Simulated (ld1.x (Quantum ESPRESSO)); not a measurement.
**germanium (Ge): variants of one TM potential**

Base potential:

ld1.x (Quantum ESPRESSO) 7.5 input, shortened:

```
&input
   title='Ge', zed=32., rel=1, dft='PZ', iswitch=3,
   config='[Ar] 3d10 4s2 4p2 4f-2'
 /
 &inputp
   pseudotype=2, tm=.true., lloc=2,
   nlcc=.false.
 /
4
4S  1  0   2.00   0.00  1.30  1.30  0.0
4P  2  1   2.00   0.00  2.00  2.00  0.0
4F  4  3  -2.00  -0.20  1.70  1.70  0.0
3D  3  2  10.00   0.00  1.25  1.25  0.0
 &test
   configts(1)='3d10 4s2 4p2'
 /
```

Cutoffs, loose and tight: the cutoffs (Ry, on a coarse ladder) from which the occupation-weighted sum of valence levels, in a spherical-Bessel basis at the reference potential, stays within 10 and 1 mRy of its value at 400 Ry. They do not see the model core or the augmentation charge, which bear on the density cutoff. Test errors are all-electron minus pseudo excitation energies from the reference, over the configurations 3d10 4s2 4p1; 3d10 4s2 4p0; 3d10 4s1 4p0; 3d10 4s1 4p2; 3d10 4s0 4p4; 3d10 4s1 4p3; 3d10 4s2 4p1.5 (two spin-polarised tests are not counted in the largest error). A dash means not determined; rows that change the core or the reference have their own tests.

A true bound ghost makes a file unfit for plane-wave use even where its test errors are small: the radial tests pick states by their node count and pass the ghost by.

```tsv
change	outcome	cutoff, loose	cutoff, tight	bound ghosts	largest test error (meV)
base	generated	180 Ry	over 300 Ry	s, p	+29
wave 4f channel at -0.2 Ry: rc 1.70 bohr becomes 4f channel at 2.43 Ry: rc 1.70 bohr	generated	180 Ry	over 300 Ry	s, p	+29
wave 4p (bound): rc 2.00 bohr becomes 4p (bound): rc 2.08 bohr	generated	180 Ry	over 300 Ry	s, p	+28
core correction a·sin(br)/r model core inside 0.54 bohr	generated	180 Ry	over 300 Ry	s, p	-7.9
wave 4f channel at -0.2 Ry: rc 1.70 bohr becomes 4f channel at -0.2 Ry: rc 1.78 bohr	generated	180 Ry	over 300 Ry	s, p	+29
non-relativistic	generated	180 Ry	over 300 Ry	s, p	+40
```

Question: What comes out with this change to the base: reference 3d10 4s2 4p1?

Answer: outcome: generated; cutoff, loose: 180 Ry; cutoff, tight: over 300 Ry; bound ghosts: s, p; largest test error (meV): +23.
